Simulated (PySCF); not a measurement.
CBrF₂, multiplicity 2. Atoms are numbered in the order given.

```xyz
4

F     -1.5576    -0.0851     1.0895
C     -0.9333     0.3392     0.0000
F     -1.5576    -0.0851    -1.0895
Br     0.9610    -0.0144     0.0000
```
Charge 0, spin multiplicity 2.

Geometry: PBE-D3(BJ)/def2-SVP. The isomer is the one that the SMILES or the coordinates give; other isomers of the formula were not compared.

All values below come from PBE-D3(BJ)/def2-SVP in PySCF.

Frequencies are harmonic and unscaled.

```tsv
mode	ν (cm⁻¹)	IR (km/mol)	moving atoms (share of kinetic energy)
1	299	0.1	F 79 %, C 13 %, Br 8 %
2	313	2.1	F 60 %, Br 35 %
3	570	4.4	F 62 %, C 38 %
4	659	69.4	C 69 %, F 27 %
5	1144	349.6	C 63 %, F 37 %
6	1223	240.6	C 70 %, F 30 %
```
